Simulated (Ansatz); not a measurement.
Molecule: TiO₂, net charge -1, doublet state. The spin state was set by rule; other spins were not relaxed. 
Coordinates optimised at B3LYP-D3(BJ)/def2-TZVP (Ansatz, a program for electronic structure):
```
Ti
O 1 1.6767
O 1 1.6767 2 114.01
```
Charge -1, spin multiplicity 2.

Parts of the frozen-core correlation energy in 6-31G (Ansatz, hartree). Frozen orbitals: 11; correlated occupied orbitals by spin: 9 and 8; virtual: 27 and 28. Open shells are spin-unrestricted. Spin-orbit coupling is left out. Non-relativistic.

| term | value |
|---|---|
| reference (HF) | -998.03182 |
| MP2 opposite-spin | [?] |
| MP2 same-spin | -0.13949 |
| CCSD correlation | [?] |
| (T) | [?] |
| T1 diagnostic | 0.048 |
| largest doubles amplitude | 0.065 |
| <S^2> of the reference | 0.793 |

Fill in the missing entries.


- MP2 opposite-spin, value: -0.30108
- CCSD correlation, value: -0.38659
- (T), value: -0.04134
